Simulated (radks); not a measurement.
Method: Dirac Kohn-Sham, BLYP, spin-unpolarised, spherical densities, finite nucleus; open shells fill j = l - 1/2 first; Fermi nuclear charge, rms radius of each element as measured or else 0.836 A^(1/3) + 0.57 fm; computed with a radial shooting solver on a logarithmic mesh with Libxc functionals. Each species is in its NIST ground configuration. Rank Pd, Ni, Pt by Delta-SCF ionisation energy (eV), largest first.

Answer. Pt 9.232, Pd 8.890, Ni 6.600.
